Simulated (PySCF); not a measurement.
## SrN: energy against distance

Set-up: Sr def2-SVP with ECP28, N def2-SVP; scalar-relativistic core potentials (PySCF 2.14). Energies in eV from Sr + N in their ground configurations at the same level. State: ⁴Σ⁻ (quartet), unpaired electrons σ ↑, π ↑↑.

```csv
R (Å),UHF-CCSD,TPSSh,PBE0
2.075,,-0.774,-0.642
2.172,0.0688,-1.150,-1.007
2.268,-0.1825,-1.357,-1.204
2.341,-0.2846,-1.432,-1.272
2.413,-0.3314,-1.455,-1.288
2.485,-0.3369,-1.440,-1.266
2.582,-0.3002,-1.377,-1.198
2.703,-0.2176,-1.255,-1.074
2.847,-0.1472,-1.080,-0.906
3.040,,-0.844,-0.693
```

Question: Put a parabola through the three lowest points of the TPSSh curve and estimate Re, k and ωe (reduced mass 12.08 u; 1 eV/Å² = 0.16022 mdyn/Å; ωe = 1302.8·√(k/μ) cm⁻¹).

Answer: Through R = 2.341, 2.413, 2.485 Å the second-order coefficient is 3.67 eV/Å², so Re ≈ 2.421 Å, k ≈ 1.17 mdyn/Å and ωe ≈ 406 cm⁻¹. A polynomial fit of higher order to the unrounded TPSSh energies gives Re = 2.417 Å, k = 1.15 mdyn/Å, ωe = 403 cm⁻¹; anharmonicity and rounding make the difference.

The higher-order fit for each curve: TPSSh: Re = 2.417 Å, ωe = 403 cm⁻¹, De = 1.46 eV; PBE0: Re = 2.404 Å, ωe = 409 cm⁻¹, De = 1.29 eV. UHF-CCSD gives no reliable minimum on this grid.

Correlated steps freeze 1 core orbital. Correlated levels converge slowly with the basis: in double zeta they bind strong bonds too weakly, by up to about 1 eV, and carry superposition errors of some tenths. Spin–orbit coupling is left out. The state is the lowest determinant that a PBE0 search found; another state may lie lower at other levels.
